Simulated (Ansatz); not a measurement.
`N[SiH](N)[SiH3]` + silanol → `N[SiH]([SiH3])O[SiH3]` + NH₃  (ligand exchange at the Si–N bond)

Program: Ansatz. Geometries: PBE0-D4/def2-TZVP. ΔE: electronic, gas phase. CBS: MP2 limit from def2 TZ/QZ plus the TZ coupled-cluster correction, frozen cores. This one scheme is used for every species. DFT in def2-TZVPP. B3LYP here is the variant with VWN-RPA as its local correlation; programs differ in this. One conformer a species, not always the lowest.

```tsv
level	ΔE (kJ/mol)	difference from CCSD(T)/CBS
r2SCAN-D4	-65.3	1.9
PBE0-D4	-63.3	3.9
B3LYP-D4	-70.1	-2.9
ωB97X-V	-66.4	0.8
ωB97M-V	-65.9	1.3
r2SCAN	-63.8	3.4
B3LYP	-63.7	3.5
HF/def2-TZVPP	-72.5	-5.3
MP2/def2-TZVPP	-67.2	0.0
SCS-MP2/def2-TZVPP	-68.6	-1.4
CCSD/def2-TZVPP	-68.4	-1.2
CCSD(T)/def2-TZVPP	-68.0	-0.8
HF/def2-QZVPP	-73.4	-6.2
MP2/def2-QZVPP	-67.1	0.1
SCS-MP2/def2-QZVPP	-68.3	-1.1
HF/CBS(def2)	-73.5	-6.3
CCSD(T)/CBS	-67.2	0
```

Largest T1 diagnostic among the species: 0.012.

The D4 term adds −6.4 kJ/mol with B3LYP and −4.0 kJ/mol with PBE0; it sums over pairs of atoms, weighted by their polarisabilities, and B3LYP, whose exchange is more repulsive, gets the larger term. In def2-TZVPP, CCSD(T) changes the Hartree–Fock value by +4.5 kJ/mol (the triples alone add +0.4 kJ/mol) and MP2 by +5.2 kJ/mol.
